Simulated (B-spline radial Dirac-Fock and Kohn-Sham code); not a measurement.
## The K-LL Auger spectrum of Hf⁵⁸⁺

System: hafnium as Hf⁵⁸⁺ in the configuration [Ne] 3s2 3p2.

Input of the calculation (task.json; shells as n, l, electrons):

```json
{"items": [{
  "Z": 72,
  "q": 58,
  "cfg": [[1, 0, 2], [2, 0, 2], [2, 1, 6], [3, 0, 2], [3, 1, 2]],
  "A": 180,
  "rrms": 5.347,
  "do": ["binding", "quiet", "double"]
}]}
```

Run with: `python xray_run.py task.json out`

Calculated with an atomic code on a B-spline grid, using multi-electron Dirac-Fock with separately optimised hole states, Breit and Lamb-shift corrections added in first order. The two-hole levels come from diagonalising the Coulomb interaction among the jj configurations; intensities are independent-particle Coulomb rates. Kinetic energies are from the vacuum level. Correlation energy is missing from these numbers. Open outer shells are spectators and are not coupled to the holes. The rates lack the Breit term, which in heavy atoms raises K-L1L1 and K-L1L2. Labels follow the leading weight; the literature often keeps the label of the LS limit.

```tsv
kinetic energy (eV)	J	leading jj holes (weight)	leading LS term (weight)	intensity (%)
38279.1	0	L1L1 (0.99)	¹S0 (1.00)	11.2
38769.4	1	L1L2 (1.00)	³P1 (0.62)	15.7
38811.8	0	L1L2 (1.00)	³P0 (1.00)	2.0
39197.9	0	L2L2 (1.00)	³P0 (0.65)	2.6
39960.0	1	L1L3 (1.00)	¹P1 (0.62)	12.1
40039.3	2	L1L3 (1.00)	³P2 (1.00)	3.0
40439.6	2	L2L3 (1.00)	¹D2 (0.68)	38.1
40465.6	1	L2L3 (1.00)	³P1 (1.00)	0.1
41629.8	0	L3L3 (1.00)	¹S0 (0.65)	2.0
41679.9	2	L3L3 (1.00)	³P2 (0.68)	13.2
```

The strongest line, by its leading LS label ¹D2, lies at 40439.6 eV. The mean weight of the leading component is 1.00 in jj and 0.79 in LS coupling, so jj labels describe these levels better.
